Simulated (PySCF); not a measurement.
## Converging SrCl in the basis (PBE0)

PySCF, UKS reference; doublet, unpaired electrons σ ↑; De to Sr + Cl without counterpoise correction.

```json
{"basis": "def2-SVP", "relativity": "scalar-relativistic core potentials", "functions": "41", "Re (Å)": "2.591", "ωe (cm⁻¹)": "316", "De (eV)": "4.40", "μ (D)": "-4.53"}
{"basis": "def2-SVPD", "relativity": "scalar-relativistic core potentials", "functions": "53", "Re (Å)": "2.617", "ωe (cm⁻¹)": "299", "De (eV)": "4.37", "μ (D)": "-4.99"}
{"basis": "x2c-TZVPall", "relativity": "spin-free X2C", "functions": "100", "Re (Å)": "2.561", "ωe (cm⁻¹)": "307", "De (eV)": "4.34", "μ (D)": "-4.51"}
{"basis": "x2c-TZVPPall", "relativity": "spin-free X2C", "functions": "121", "Re (Å)": "2.563", "ωe (cm⁻¹)": "306", "De (eV)": "4.37", "μ (D)": "-4.45"}
```

Q: How does each smaller set differ from the one with most functions, x2c-TZVPPall?

A: def2-SVP: +2.8 pm, +3.3 % in ωe, +0.03 eV in De; def2-SVPD: +5.4 pm, -2.3 % in ωe, +0.00 eV in De; x2c-TZVPall: -0.2 pm, +0.3 % in ωe, -0.03 eV in De. All at PBE0; the set with most functions is neither the basis-set limit nor always the best. The rows treat relativity differently, so the differences are not basis effects alone.

A positive dipole means Sr(−)Cl(+). Spin–orbit coupling is left out. The state is the lowest determinant that a PBE0 search found; another state may lie lower at other levels.
